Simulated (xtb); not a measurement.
Job for xtb: GFN1-xTB on AlB+, 2S+1 = 2, a spin state set in the input, which need not be the lowest, a point of a bond scan (R = 2.903 Å). Charge +1.

```
$ xtb mol.xyz --gfn 1 --sp --chrg 1 --uhf 1
2

B      0.00000000     0.00000000     0.00000000
Al     0.00000000     0.00000000     2.90312100
```

Program output:

```
[...]
           -------------------------------------------------
          |                Calculation Setup                |
           -------------------------------------------------



molecular fragmentation (1/2 indicates fragments):
12
# atoms in fragment 1/2:     1     1
 fragment masses (1/2) :       10.81       26.98
CMA distance (Bohr)    :   5.486
constraining FC (au)   :  0.0500

           -------------------------------------------------
          |                 G F N 1 - x T B                 |
           -------------------------------------------------

        Reference                      10.1021/acs.jctc.7b00118
      * Hamiltonian:
        H0-scaling (s, p, d)           1.850000    2.250000    2.000000
        zeta-weighting                 0.000000
      * Dispersion:
        s8                             2.400000
        a1                             0.630000
        a2                             5.000000
        s9                             0.000000
      * Repulsion:
        kExp                           1.500000
        rExp                           1.000000
      * Coulomb:
        alpha                          2.000000
        third order                    atomic
        anisotropic                    false
      * Halogen bond correction:
        rad-scale                      1.300000
        damping                        0.440000


          ...................................................
          :                      SETUP                      :
          :.................................................:
          :  # basis functions                  14          :
          :  # atomic orbitals                  13          :
          :  # shells                            5          :
          :  # electrons                         5          :
          :  # halogen bonds                     0          :
          :  max. iterations                   250          :
          :  Hamiltonian                  GFN1-xTB          :
          :  restarted?                      false          :
          :  GBSA solvation                  false          :
          :  PC potential                    false          :
          :  electronic temp.          300.0000000     K    :
          :  accuracy                    1.0000000          :
          :  -> integral cutoff          0.2500000E+02      :
          :  -> integral neglect         0.1000000E-07      :
          :  -> SCF convergence          0.1000000E-05 Eh   :
          :  -> wf. convergence          0.2000000E-04 e    :
          :  Broyden damping             0.4000000          :
          :  net charge                          1          :
          :  unpaired electrons                  1          :
          ...................................................

 iter      E             dE          RMSdq      gap      omega  full diag
   1     -2.0674651 -0.206747E+01  0.511E+00    0.11       0.0  T
   2     -2.0674836 -0.184922E-04  0.304E+00    0.12       1.0  T
   3     -2.0674835  0.689656E-07  0.291E-02    0.12       2.4  T
   4     -2.0674837 -0.181120E-06  0.484E-04    0.12     146.1  T
   5     -2.0674837 -0.485523E-11  0.238E-04    0.12     297.5  T
   6     -2.0674837 -0.661693E-13  0.268E-08    0.12  100000.0  T
   7     -2.0674837 -0.621725E-14  0.115E-09    0.12  100000.0  T

   *** convergence criteria satisfied after 7 iterations ***

         #    Occupation            Energy/Eh            Energy/eV
      -------------------------------------------------------------
         1        2.0000           -0.7312290             -19.8978
         2        2.0000           -0.7037249             -19.1493
         3        0.8661           -0.5297977             -14.4165 (HOMO)
         4        0.0670           -0.5255218             -14.3002 (LUMO)
         5        0.0670           -0.5255218             -14.3002
         6                         -0.3803531             -10.3499
         7                         -0.3803531             -10.3499
         8                         -0.3354959              -9.1293
       ...                                ...                  ...
        13                         -0.1014980              -2.7619
      -------------------------------------------------------------
                  HL-Gap            0.0042759 Eh            0.1164 eV
             Fermi-level           -0.5723928 Eh          -15.5756 eV

 SCC (total)                   0 d,  0 h,  0 min,  0.003 sec
 SCC setup                      ...        0 min,  0.000 sec (  4.982%)
 Dispersion                     ...        0 min,  0.000 sec (  2.095%)
 classical contributions        ...        0 min,  0.000 sec (  0.994%)
 integral evaluation            ...        0 min,  0.001 sec ( 22.031%)
 iterations                     ...        0 min,  0.001 sec ( 43.792%)
 molecular gradient             ...        0 min,  0.000 sec ( 14.276%)
 printout                       ...        0 min,  0.000 sec ( 11.076%)

         :::::::::::::::::::::::::::::::::::::::::::::::::::::
         ::                     SUMMARY                     ::
         :::::::::::::::::::::::::::::::::::::::::::::::::::::
         :: total energy              -2.068041734985 Eh    ::
         :: gradient norm              0.020034481919 Eh/a0 ::
         :: HOMO-LUMO gap              0.116353590495 eV    ::
         ::.................................................::
         :: SCC energy                -2.067483720479 Eh    ::
         :: -> electrostatic           0.118337787847 Eh    ::
         :: repulsion energy           0.000031348021 Eh    ::
         :: dispersion energy         -0.000589362527 Eh    ::
         :: halogen bond corr.         0.000000000000 Eh    ::
         :: add. restraining           0.000000000000 Eh    ::
         :: total charge               0.999999999998 e     ::
         :::::::::::::::::::::::::::::::::::::::::::::::::::::

           -------------------------------------------------
          |                Property Printout                |
           -------------------------------------------------

    * Orbital Energies and Occupations

         #    Occupation            Energy/Eh            Energy/eV
      -------------------------------------------------------------
         1        2.0000           -0.7312290             -19.8978
         2        2.0000           -0.7037249             -19.1493
         3        0.8661           -0.5297977             -14.4165 (HOMO)
         4        0.0670           -0.5255218             -14.3002 (LUMO)
         5        0.0670           -0.5255218             -14.3002
         6                         -0.3803531             -10.3499
         7                         -0.3803531             -10.3499
         8                         -0.3354959              -9.1293
         9                         -0.3175816              -8.6418
        10                         -0.3175816              -8.6418
        11                         -0.2746350              -7.4732
        12                         -0.2746350              -7.4732
        13                         -0.1014980              -2.7619
      -------------------------------------------------------------
                  HL-Gap            0.0042759 Eh            0.1164 eV
             Fermi-level           -0.5723928 Eh          -15.5756 eV

  Mulliken/CM5 charges         n(s)   n(p)   n(d)
     1B     0.34403  0.34007   1.793  0.862  0.000
     2Al    0.65597  0.65993   1.986  0.218  0.139

Wiberg/Mayer (AO) data.
largest (>0.10) Wiberg bond orders for each atom

 ---------------------------------------------------------------------------
     #   Z sym  total        # sym  WBO       # sym  WBO       # sym  WBO
Note: The following floating-point exceptions are signalling: IEEE_DENORMAL
normal termination of xtb
 ---------------------------------------------------------------------------
     1   5 B    0.572 --     2 Al   0.572
     2  13 Al   0.572 --     1 B    0.572
 ---------------------------------------------------------------------------

Topologies differ in total number of bonds
Writing topology from bond orders to xtbtopo.mol

 dipole moment from electron density (au)
     X       Y       Z
  -0.0000  -0.0000   4.2981  total (Debye):   10.925


           -------------------------------------------------
          | TOTAL ENERGY               -2.068041734985 Eh   |
          | GRADIENT NORM               0.020034481919 Eh/α |
          | HOMO-LUMO GAP               0.116353590495 eV   |
           -------------------------------------------------

------------------------------------------------------------------------
------------------------------------------------------------------------
 total:
 SCF:
```

The run finished.

Cost: about 0.05 core-seconds (a rough figure).
